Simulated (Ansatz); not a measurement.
Cartesian coordinates in Å:
```
C 0.994 -1.546 1.494
O -0.171 -0.971 0.962
B -0.191 -0.006 0.012
S 1.294 0.743 -0.770
O -1.419 0.419 -0.371
C -1.604 1.417 -1.349
H 1.584 -2.048 0.720
H 0.688 -2.288 2.231
H 1.619 -0.798 1.993
H 2.211 0.035 -0.097
H -1.186 1.111 -2.313
H -2.677 1.571 -1.463
H -1.141 2.361 -1.047
```

The species carries charge 0 and has multiplicity 1.

Q: List the PBE0/def2-TZVPP orbital energies in eV (Ansatz 0.2.0). (Estimate.)

A: Computed: Occupied: -2422.29, -523.08, -522.98, -279.67, -279.48, -217.68, -186.06, -161.51, -161.41, -161.34, -29.44, -28.75, -20.62, -20.17, -19.25, -15.19, -14.37, -13.37, -13.30, -12.81, -12.39, -11.68, -10.22, -9.83, -9.56, -8.60, -8.29, -7.65. Lowest empty: 0.58, 1.08, 1.22, 1.78, 2.24, 2.65, 3.02, 3.10.
